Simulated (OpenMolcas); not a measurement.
# Pd3+: moving or changing the point charges

Pd3+ among 8 point charges of -1.2 e arranged as a cube (Oh), 1.88 Å from the ion.

| Item | Value |
| --- | --- |
| Program | OpenMolcas 26.06 |
| Method | SS-CASPT2, IPEA 0.25 Eh, imaginary shift 0.1 Eh (closed shells correlated: 4s 4p) |
| Basis | ANO-RCC-VDZP [6s5p3d1f] |
| Scalar Hamiltonian | DKH2, point nucleus |
| Active space | 7 electrons in 5 orbitals (4d) |
| State averaging | 2S+1 = 4 even, 10 roots; 2S+1 = 2 even, 40 roots |
| Spin-orbit coupling | RASSI with atomic mean-field integrals over the reference wave functions |

Runs around this geometry, states (labels of O, the rotations of Oh). Energies in cm-1 above the lowest state or level, χT in cm3 K/mol; 10Dq and B are least-squares fits to the states below 45000 cm-1, weighted by degeneracy, with a free offset, and given where the rms deviation is under 5 % of |10Dq| (or 100 cm-1) and under 700 cm-1; 10Dq is negative for this site.

```tsv
R (Å)	q (e)	Ground state	First state of that spin	10Dq	B (rms of fit)	First gap with spin-orbit (degeneracies)	χT at 300 K	First state of another spin
1.78	-0.96	4A2	4T2 6100			5250 (4, 4)	3.234	2E 16980
1.6	-1.2	4A2	4T2 12730	-12750	816 (407)	11400 (4, 4)	2.554	2E 17560
1.88	-1.2	4A2	4T2 5950			5090 (4, 4)	3.263	2E 17020
```

Taking the first state of the same spin as R^-n, n = -ln(5950 / 12730) / ln(1.88 / 1.6) = 4.7 between the shortest and longest distance.

Roots that are degenerate in the reference are averaged as groups; the widest CASPT2 spread within a group is 580 cm-1 (the 3-fold group of multiplicity 2 near 41300 cm-1 above the lowest state of its run, R = 1.6, q = -1.2). Shifts and gaps below about the spread of the groups concerned are not significant. Free-ion shares, where given, are those of the reference states; single-state CASPT2 does not remix them. Point charges carry no covalency, so the field is a model and not that of real ligands. No measured value stands beside these numbers.
